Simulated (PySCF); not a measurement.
C$_{3}$F$_{5}$ (SMILES F[C]=C(F)C(F)(F)F), doublet (typed; the unrestricted solution is spin-contaminated), at a GFN2-xTB geometry; CCSD(T)/STO-3G (PySCF).

Input for PySCF:
```python
from pyscf import gto, scf, cc

mol = gto.Mole()
mol.atom = '''
    F     2.600945    1.142835    0.080899
    C     1.430970    0.697933   -0.242208
    C     0.446921    0.109110    0.375585
    F     0.449929   -0.209130    1.700175
    C    -0.835433   -0.295796   -0.321449
    F    -1.902455    0.303420    0.210580
    F    -0.796715    0.033562   -1.614835
    F    -1.046676   -1.611519   -0.251437
'''
mol.basis = 'sto-3g'
mol.charge = 0
mol.spin = 1
mol.verbose = 4
mol.build()

mf = scf.UHF(mol)
mf.kernel()

mycc = cc.CCSD(mf)
mycc.kernel()
et = mycc.ccsd_t()
print('E(CCSD(T)) = %.10f' % (mycc.e_tot + et))
```

What the program printed (banner, timings and long lists left out):

```
PySCF version 2.14.0

[INPUT] verbose = 4
[INPUT] num. atoms = 8
[INPUT] num. electrons = 63
[INPUT] charge = 0
[INPUT] spin (= nelec alpha-beta = 2S) = 1
[INPUT] symmetry False subgroup None
[INPUT] Mole.unit = angstrom
[INPUT] Symbol           X                Y                Z      unit          X                Y                Z       unit  Magmom
[...]
nuclear repulsion = 395.487171620894
number of shells = 24
number of NR pGTOs = 120
number of NR cGTOs = 40
basis = sto-3g
ecp = {}

******** <class 'pyscf.scf.uhf.UHF'> ********
method = UHF
initial guess = minao
damping factor = 0
level_shift factor = 0
DIIS = <class 'pyscf.scf.diis.CDIIS'>
diis_start_cycle = 1
diis_space = 8
diis_damp = 0
SCF conv_tol = 1e-09
SCF conv_tol_grad = None
SCF max_cycles = 50
direct_scf = True
direct_scf_tol = 1e-13
number electrons alpha = 32  beta = 31
Set gradient conv threshold to 3.16228e-05
init E= -603.758282888013

cycle= 1 E= -601.978173536628  delta_E= 1.78  |g|= 0.637  |ddm|=  2.9
cycle= 2 E= -602.255770866041  delta_E= -0.278  |g|= 0.216  |ddm|= 1.11
cycle= 3 E= -602.288115251602  delta_E= -0.0323  |g|= 0.054  |ddm|= 0.306
cycle= 4 E= -602.292828193662  delta_E= -0.00471  |g|= 0.0235  |ddm|= 0.141
cycle= 5 E= -602.294076404193  delta_E= -0.00125  |g|= 0.0187  |ddm|= 0.0568
cycle= 6 E= -602.295301865453  delta_E= -0.00123  |g|= 0.0174  |ddm|= 0.0584
cycle= 7 E= -602.296980327215  delta_E= -0.00168  |g|= 0.0164  |ddm|= 0.0839
cycle= 8 E= -602.301167967144  delta_E= -0.00419  |g|= 0.00617  |ddm|= 0.294
cycle= 9 E= -602.301380122666  delta_E= -0.000212  |g|= 0.00256  |ddm|= 0.0451
cycle= 10 E= -602.30141700234  delta_E= -3.69e-05  |g|= 0.000968  |ddm|= 0.0381
cycle= 11 E= -602.301408631087  delta_E= 8.37e-06  |g|= 0.00134  |ddm|= 0.0258
cycle= 12 E= -602.301416038102  delta_E= -7.41e-06  |g|= 0.000906  |ddm|= 0.0279
cycle= 13 E= -602.301421741394  delta_E= -5.7e-06  |g|= 0.000148  |ddm|= 0.0128
cycle= 14 E= -602.30142185757  delta_E= -1.16e-07  |g|= 6.59e-05  |ddm|= 0.000958
cycle= 15 E= -602.301421887329  delta_E= -2.98e-08  |g|= 1.1e-05  |ddm|= 0.000896
cycle= 16 E= -602.301421887889  delta_E= -5.6e-10  |g|= 3.59e-06  |ddm|= 0.00012
Extra cycle  E= -602.301421887911  delta_E= -2.14e-11  |g|= 2.43e-06  |ddm|= 7.04e-06
converged SCF energy = -602.301421887911  <S^2> = 1.0361813  2S+1 = 2.2681987

******** <class 'pyscf.cc.uccsd.UCCSD'> ********
CC2 = 0
CCSD nocc = (np.int64(32), np.int64(31)), nmo = (40, 40)
max_cycle = 50
direct = 0
conv_tol = 1e-07
conv_tol_normt = 1e-06
diis_space = 6
diis_start_cycle = 0
diis_start_energy_diff = 1e+09
Init t2, MP2 energy = -0.208367808780428
Init E_corr(UCCSD) = -0.208367808786507
cycle = 1  E_corr(UCCSD) = -0.239862661796188  dE = -0.031494853  norm(t1,t2) = 0.113731
cycle = 2  E_corr(UCCSD) = -0.256597887117937  dE = -0.0167352253  norm(t1,t2) = 0.0561129
cycle = 3  E_corr(UCCSD) = -0.266623157190192  dE = -0.0100252701  norm(t1,t2) = 0.0404923
cycle = 4  E_corr(UCCSD) = -0.273499360696795  dE = -0.00687620351  norm(t1,t2) = 0.0236944
cycle = 5  E_corr(UCCSD) = -0.273767615721925  dE = -0.000268255025  norm(t1,t2) = 0.012918
cycle = 6  E_corr(UCCSD) = -0.274200348870573  dE = -0.000432733149  norm(t1,t2) = 0.00443603
cycle = 7  E_corr(UCCSD) = -0.274475312264172  dE = -0.000274963394  norm(t1,t2) = 0.00265983
cycle = 8  E_corr(UCCSD) = -0.274501532228262  dE = -2.62199641e-05  norm(t1,t2) = 0.00132537
cycle = 9  E_corr(UCCSD) = -0.274526773682369  dE = -2.52414541e-05  norm(t1,t2) = 0.000766642
cycle = 10  E_corr(UCCSD) = -0.274538950815093  dE = -1.21771327e-05  norm(t1,t2) = 0.000342534
cycle = 11  E_corr(UCCSD) = -0.274542686985585  dE = -3.73617049e-06  norm(t1,t2) = 0.000112729
cycle = 12  E_corr(UCCSD) = -0.274543770517948  dE = -1.08353236e-06  norm(t1,t2) = 5.42867e-05
cycle = 13  E_corr(UCCSD) = -0.274541674266363  dE = 2.09625158e-06  norm(t1,t2) = 3.04906e-05
cycle = 14  E_corr(UCCSD) = -0.274539001454554  dE = 2.67281181e-06  norm(t1,t2) = 1.8937e-05
cycle = 15  E_corr(UCCSD) = -0.274537823998716  dE = 1.17745584e-06  norm(t1,t2) = 9.14032e-06
cycle = 16  E_corr(UCCSD) = -0.274537034776917  dE = 7.89221798e-07  norm(t1,t2) = 5.29495e-06
cycle = 17  E_corr(UCCSD) = -0.27453676944488  dE = 2.65332037e-07  norm(t1,t2) = 2.42903e-06
cycle = 18  E_corr(UCCSD) = -0.274536782888617  dE = -1.34437365e-08  norm(t1,t2) = 1.12075e-06
cycle = 19  E_corr(UCCSD) = -0.274536772072106  dE = 1.08165111e-08  norm(t1,t2) = 6.70247e-07
UCCSD converged
E(UCCSD) = -602.5759586599828  E_corr = -0.2745367720721056
UCCSD(T) correction = -0.00990587201598333
E(CCSD(T)) = -602.5858645320
```
